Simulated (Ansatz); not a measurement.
Computed with Ansatz on PBE0-D4/def2-TZVP structures; ΔE is electronic, products minus reactants. CCSD(T)/CBS adds triple-zeta CCSD(T) − MP2 to the extrapolated MP2 energy (def2 sets, frozen cores). Functionals use def2-TZVPP. B3LYP here is the variant with VWN-RPA as its local correlation; programs differ in this. One conformer a species, not always the lowest.

Reaction (isomerisation): `CN[SiH2]N` → `C[SiH](N)N`

Question: Is it downhill or uphill in electronic energy at CCSD(T)/CBS, and by how much? (Estimate.)

Answer: Computed: Downhill: ΔE = -0.92 eV.

Question: What do these levels give: PBE-D4, B97M-V, B3LYP-D4, ωB97X-V, PBE-QIDH, MP2/def2-TZVPP? (Estimate.)

Answer: Computed: PBE-D4 -0.88, B97M-V -0.94, B3LYP-D4 -0.87, ωB97X-V -0.87, PBE-QIDH -0.91, MP2/def2-TZVPP -0.94 eV.

Largest T1 diagnostic among the species: 0.010.

In def2-TZVPP, CCSD(T) changes the Hartree–Fock value by −0.08 eV (the triples alone add −0.01 eV) and MP2 by −0.12 eV. At CCSD(T), def2-SVP lies +0.24 eV from the extrapolated value and def2-TZVPP +0.03 eV. Leaving LDA and LC-ωPBE aside and taking each functional with its dispersion term where it has one, the values, not all of them listed here, spread over 0.09 eV, from r2SCAN-D4 to BLYP-D4.
